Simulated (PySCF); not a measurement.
Geometry:
| atom | x (Å) | y (Å) | z (Å) |
| --- | --- | --- | --- |
| Si1 | 2.640 | -0.386 | 0.035 |
| O2 | 1.284 | 0.057 | -0.858 |
| B3 | -0.003 | 0.140 | -0.479 |
| O4 | -0.370 | -0.145 | 0.825 |
| B5 | -1.680 | -0.070 | 1.209 |
| O6 | -2.631 | 0.282 | 0.288 |
| B7 | -2.282 | 0.566 | -1.010 |
| O8 | -0.970 | 0.507 | -1.385 |
| H9 | 2.858 | 0.587 | 1.142 |
| H10 | 3.788 | -0.359 | -0.909 |
| H11 | 2.461 | -1.759 | 0.586 |
| H12 | -1.993 | -0.309 | 2.345 |
| H13 | -3.129 | 0.864 | -1.809 |

Geometry: PBE0-D3(BJ)/def2-SVP; GIAO absolute shieldings from PySCF 2.14.0 with density-fitted response routines, gas phase, non-relativistic, averaged over equivalent atoms.

At PBE0/pcSseg-1 (168 basis functions, 17 s wall time on 1 thread of an Arm Neoverse V2, shared host):
| atoms | σ (ppm) |
| --- | --- |
| Si1 | 382.4 |
| O6 | 115.1 |
| O4/O8 | 142.3 |
| O2 | 255.5 |
| B5/B7 | 73.2 |
| B3 | 84.7 |
| H9/H10/H11 | 26.24 |
| H12/H13 | 26.68 |

Task: Estimate the result of repeating the calculation with wB97X-D/pcSseg-2.

Result: 
```json
{"atoms": "Si1", "σ at wB97X-D/pcSseg-2": "376.4", "change": "-6.0"}
{"atoms": "O6", "σ at wB97X-D/pcSseg-2": "125.3", "change": "+10.2"}
{"atoms": "O4/O8", "σ at wB97X-D/pcSseg-2": "151.2", "change": "+8.9"}
{"atoms": "O2", "σ at wB97X-D/pcSseg-2": "252.4", "change": "-3.1"}
{"atoms": "B5/B7", "σ at wB97X-D/pcSseg-2": "72.9", "change": "-0.3"}
{"atoms": "B3", "σ at wB97X-D/pcSseg-2": "84.7", "change": "+0.0"}
{"atoms": "H9/H10/H11", "σ at wB97X-D/pcSseg-2": "26.36", "change": "+0.12"}
{"atoms": "H12/H13", "σ at wB97X-D/pcSseg-2": "26.82", "change": "+0.14"}
```

The largest change is at O6 (oxygen bonded to 2 B, in a 6-membered ring). Cost: 365 basis functions, 92 s wall time on 1 thread of an Arm Neoverse V2, shared host.
